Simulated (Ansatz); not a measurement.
The input (input.yaml):

```yaml
crystal:
  periodic: [false, false, false]
  atoms:
    - { symbol: Ge, position_ang: [0.0, 0.0, 0.0] }
    - { symbol: O, position_ang: [0.0, 0.0, 2.12] }
    - { symbol: H, position_ang: [-0.9095, -0.2814, 2.4571] }
    - { symbol: O, position_ang: [1.6691, 0.0, -0.5894] }
    - { symbol: H, position_ang: [1.9855, -0.9521, -0.7061] }
    - { symbol: O, position_ang: [-0.8337, 1.4443, -0.5894] }
    - { symbol: H, position_ang: [-1.7915, 1.2136, -0.8118] }
    - { symbol: O, position_ang: [-0.8337, -1.4443, -0.5894] }
    - { symbol: H, position_ang: [-1.2883, -1.91, 0.183] }
    - { symbol: H, position_ang: [0.9702, 1.4632, 0.5833] }
    - { symbol: H, position_ang: [0.7523, 1.1345, 1.5265] }
basis:
  gaussian: { orbitals: def2-SVP }
hamiltonian:
  xc: b3lyp
relax:
  f_tol: 0.15
  max_steps: 25
  restrain:
    - { distance: [0, 9], at: 2.75, k: 30.0 }
    - { distance: [10, 1], at: 2.21, k: 30.0 }
    - { distance: [0, 1], at: 1.77, k: 30.0 }
    - { distance: [10, 9], at: 0.66, k: 30.0 }
```

Launched with:

```bash
$ ansatz run input.yaml --threads 4 --pin off --max-ram 5120MiB --backend cpu --events-out ev --progress --plain --runs-dir out
```

Hardware: 4 threads of Arm Neoverse V2, with other jobs on the host.

Task: Roughly how long does this run take, and how much memory?

Result: 27 s, with a peak of 0.29 GiB, for 13 ionic steps.
